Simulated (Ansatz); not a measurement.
`C/C=C/I` + H₂O → `O/C=C\I` + CH₄ at 298.15 K and 1 bar (formal hydrolysis of a C–C bond).

Isolated molecules relaxed with PBE0-D4/def2-TZVP in Ansatz; ΔE leaves out vibrations. CBS: MP2 limit from def2 TZ/QZ plus the TZ coupled-cluster correction, frozen cores. This one scheme is used for every species. Double bonds are as drawn, so ΔE can hold a change between cis and trans. def2 core potentials past Kr. For I outer-core shells are correlated without core-valence functions, which leaves a few kJ/mol of doubt a bond. One conformer a species, not always the lowest.

| species | CCSD(T)/CBS energy (Eh) | H − E (kJ/mol) | S (J/(mol·K)) |
| --- | --- | --- | --- |
| `C/C=C/I` | -414.58441 | 200.1 | 316.9 |
| H₂O | -76.37941 | 66.4 | 188.7 |
| `O/C=C\I` | -450.49539 | 138.9 | 305.7 |
| CH₄ | -40.46206 | 127.4 | 186.2 |

H − E and S are ideal-gas, rigid-rotor, harmonic terms from PBE0-D4/def2-TZVP, for one conformer and one mirror image of each species. 1 Eh = 2625.50 kJ/mol, R = 8.31446 J/(mol·K).

By hand: ΔE, ΔH, ΔS and ΔG.

ΔE = (-450.49539) + (-40.46206) − (-414.58441) − (-76.37941) = 0.00637 Eh = 16.7 kJ/mol. Δ(H − E) = 138.9 + 127.4 − 200.1 − 66.4 = -0.2, so ΔH = 16.5 kJ/mol. ΔS = 305.7 + 186.2 − 316.9 − 188.7 = -13.7 J/(mol·K). ΔG = 16.5 − 298.15 × (-13.7)/1000 = 20.6 kJ/mol.

By hand: the equilibrium constant, and the temperature at which ΔG would vanish if ΔH and ΔS stayed fixed.

log₁₀ K = −ΔG/(RT ln 10) = -3.6. ΔH and −TΔS have one sign here, so there is no such temperature.

The number of gas molecules stays the same, so ΔS is small and ΔH decides. A doubt of 5 kJ/mol in ΔE shifts log₁₀ K by 0.9 here. Other conformers and mirror images would add mixing entropy, several J/(mol·K) or more a flexible species. These are equilibria of isolated gas molecules and say nothing of rates. Largest T1 diagnostic: 0.011 (customary marks: 0.02 for closed shells, 0.045 for open ones).
